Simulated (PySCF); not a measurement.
B(CCH)(Cl)(Me) (C3H4BCl), SMILES C#CB(C)Cl.

Geometry optimised at PBE-D3(BJ)/def2-SVP. The structure was generated by enumeration, and PubChem lists no compound with its InChIKey, so it may never have been made.

The numbers are results of PySCF 2.14.0 with PBE-D3(BJ)/def2-SVP, not measurements.

Frequencies are harmonic and unscaled.

Question: Give all harmonic wavenumbers and intensities. (Estimate from the structure and the level; the computed values follow.)

Answer: 
```csv
mode,ν (cm⁻¹),IR (km/mol),moving atoms (share of kinetic energy)
1,34,1.0,H 97 %
2,140,1.2,"C 54 %, Cl 21 %, H 18 %"
3,202,3.8,"C 60 %, H 22 %, B 16 %"
4,279,0.7,"C 48 %, H 25 %, Cl 20 %"
5,446,3.4,"C 68 %, Cl 16 %, H 12 %"
6,463,2.7,"B 34 %, H 32 %, C 29 %"
7,568,13.7,"C 58 %, Cl 21 %, H 14 %"
8,648,37.4,"H 76 %, C 24 %"
9,737,23.1,"H 74 %, C 26 %"
10,790,11.5,"H 59 %, C 29 %, B 10 %"
11,801,23.8,"H 49 %, B 30 %, C 20 %"
12,1032,220.5,"B 68 %, H 18 %, C 11 %"
13,1134,124.5,"B 60 %, H 28 %, C 12 %"
14,1271,111.6,"H 58 %, C 30 %, B 12 %"
15,1367,1.1,H 96 %
16,1380,5.0,H 93 %
17,2104,82.5,"C 90 %, H 9 %"
18,2962,0.9,H 96 %
19,3039,2.0,"H 92 %, C 8 %"
20,3095,6.0,"H 91 %, C 9 %"
21,3393,46.8,"H 86 %, C 14 %"
```
